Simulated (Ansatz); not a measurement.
The first iterations of a band of C4H8OSi (14 atoms, charge 0, multiplicity 1).

All numbers below come from RKS PBE0-D4/6-31G* (Ansatz).

- movable images: 5
- climbing image: yes
- spring: 5.0 eV/Å²
- optimiser: quadratic models (default)
- start path: IDPP
- force threshold: 0.05 eV/Å
- iteration limit: 60
- end points: relaxed

First end point:

```xyz
14
Properties=species:S:1:pos:R:3
C -1.267 -1.544 0.342
C 0.003 -1.120 0.295
O 1.000 -1.980 0.653
C 0.399 0.221 -0.173
C 1.655 0.469 -0.581
Si -0.845 1.630 -0.143
H -1.501 -2.542 0.696
H -2.079 -0.926 -0.021
H 1.761 -1.454 0.939
H 2.414 -0.311 -0.644
H 1.968 1.457 -0.908
H -2.034 1.331 -0.989
H -0.168 2.843 -0.679
H -1.318 1.898 1.243
```

Last end point:

```xyz
14
Properties=species:S:1:pos:R:3
C -1.267 -1.549 0.326
C 0.002 -1.121 0.291
O 0.998 -1.978 0.659
C 0.398 0.222 -0.172
C 1.657 0.471 -0.573
Si -0.845 1.631 -0.141
H -2.078 -0.933 -0.045
H -1.500 -2.548 0.677
H 1.753 -1.449 0.955
H 2.416 -0.310 -0.634
H 1.973 1.459 -0.898
H -2.039 1.331 -0.980
H -0.169 2.842 -0.683
H -1.310 1.903 1.247
```

| iteration | highest image above the first end (eV) | largest band force component (eV/Å) |
| --- | --- | --- |
| 1 | 3.423 | 3.534 |
| 2 | 2.953 | 1.856 |
| 3 | 2.650 | 0.703 |
| 4 | 2.385 | 1.186 |
| 5 | 2.484 | 1.220 |
| 6 | 2.945 | 1.140 |
| 7 | 3.005 | 1.860 |
| 8 | 2.886 | 1.223 |
| 9 | 2.734 | 0.459 |
| 10 | 2.696 | 0.651 |
| 11 | 2.660 | 0.833 |
| 12 | 2.625 | 0.852 |
| 13 | 2.580 | 0.888 |
| 14 | 2.495 | 1.046 |
| 15 | 2.357 | 1.199 |
| 16 | 2.188 | 1.448 |
| 17 | 2.211 | 1.630 |
| 18 | 2.626 | 1.515 |
| 19 | 2.525 | 1.008 |
| 20 | 2.620 | 1.768 |

Problem. Does the band converge within its limit, and where does its top end?

Solution. The run ended unconverged. It ended after 60 iterations with the highest image 2.322 eV above the first end. The band didn't meet its force threshold, so its energies are provisional: the largest band force was still 0.08 eV/Å, and over the last iterations the top stayed at 2.32 eV. Neighbouring images lie up to 2.4 Å apart, so the band is torn or far too coarse.

The run took 20 min on 2 threads of Arm Neoverse V1, with other jobs on the host, peak memory 0.28 GiB.
